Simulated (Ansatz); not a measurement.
Basis sets compared for the cluster MoO₃⁻. The state is a doublet with charge -1. Geometry r2SCAN-D4/def2-TZVPD. Ansatz on 4 threads of Arm Neoverse V2 on a shared host; times are rough, and most runs start from earlier orbitals.

```xyz
4

Mo    0.193   -0.224   -0.025
O     0.468    0.359    1.591
O     0.684    0.863   -1.291
O    -1.345   -0.998   -0.275
```

In the def2 sets Mo takes a core potential; there is no spin–orbit coupling. The structure comes from a short search, and lower isomers may exist.

```tsv
level	functions	energy (Eh)	HOMO (eV)	LUMO (eV)	wall time
PBE-D4/def2-SVPD	103	-293.7234	-0.17	1.19	1.4 s
PBE0-D4/def2-SVPD	103	-293.6292	-1.49	2.08	1.3 s
```

**Question.** Estimate the rows for PBE-D4/def2-TZVPD, PBE0-D4/def2-TZVPD (with forces).

**Answer.** 
| level | functions | energy (Eh) | HOMO (eV) | LUMO (eV) | wall time |
| --- | --- | --- | --- | --- | --- |
| PBE-D4/def2-TZVPD | 160 | -294.0019 | -0.13 | 1.23 | 1.9 s |
| PBE0-D4/def2-TZVPD (with forces) | 160 | -293.9093 | -1.43 | 2.12 | 2.6 s |
